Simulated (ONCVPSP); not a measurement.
What one change does to a pseudopotential (arsenic (As), ONCV)

* Element: As
* Generator: ONCVPSP 4.0.1
* Type: optimised norm-conserving Vanderbilt (ONCV)
* Functional: LDA (Perdew-Wang 92)
* Relativity: fully relativistic
* Frozen core: [Ar]
* Valence charge: 15
* Reference configuration: 3d10 4s2 4p1 (charge +2)
* Partial waves: 4s: rc 1.65 bohr, ncon 4, nbas 9, qcut 4.1 1/bohr, 3 projectors, debl 2.3 Ha; 4p: rc 1.70 bohr, ncon 4, nbas 7, qcut 4.7 1/bohr, 2 projectors, debl 1.7 Ha; 3d: rc 0.80 bohr, ncon 4, nbas 9, qcut 19.4 1/bohr, 2 projectors, debl 1.4 Ha
* Local potential: polynomial inside 0.65 bohr (lpopt 4, dvloc0 3 Ha)
* Core correction: none

Open shells are filled in proportion to 2j + 1.

In the d channel the program set the typed energies aside and used -2.276, 0.250 Ha (j = l + 1/2; the other j can differ).

Change: all radii scaled by about 1.12 (s 1.84, p 1.90, d 0.90 bohr); local potential polynomial inside 0.72 bohr (lpopt 4, dvloc0 3 Ha).

Cutoffs: the cutoffs (Ha) at which the residual kinetic energy of the hardest occupied pseudo-wave falls to 1 and 0.1 mHa per electron; they do not see the model core or the augmentation charge, which bear on the density cutoff. Errors are all-electron minus pseudo energies relative to the spin-unpolarised reference configuration.

**Question.** Predict the effect on cutoff, ghosts and configuration errors.

**Answer.** The potential gets softer (153 Ha and 170 Ha → 139 Ha and 156 Ha); the lowest positive-energy flag moves from s at 29.5 eV to s at 76.4 eV; of the 4 tests that both files solve, the error grows in 0 and shrinks in 1 by more than 15 % and 0.3 meV (median size 4.9 → 5.3 meV); neither file shows a bound ghost. A larger radius leaves more room for a smooth pseudo-wave, so fewer plane waves are needed.

| quantity | base | changed |
| --- | --- | --- |
| cutoff, loose | 153 Ha | 139 Ha |
| cutoff, tight | 170 Ha | 156 Ha |
| loose cutoff by channel | s 15 Ha, p 10 Ha, d 153 Ha | s 9.3 Ha, p 9.1 Ha, d 139 Ha |
| bound ghosts | none | none |
| GHOST(+) flags under 300 eV | s at 29.5 eV, p3/2 at 64.6 eV, p1/2 at 70.8 eV | s at 76.4 eV, p3/2 at 94.2 eV, p1/2 at 113.9 eV |
| error for 3d10 4s2 4p3, meV [ΔE -27.48 eV] | +4.6 | +5.2 |
| error for 3d10 4s2 4p2, meV [ΔE -18.16 eV] | +2.0 | +2.3 |
| error for 3d10 4s2 4p0, meV [ΔE 28.04 eV] | +5.1 | +5.4 |
| error for 3d10 4s1 4p0, meV [ΔE 79.15 eV] | +34 | +18 |
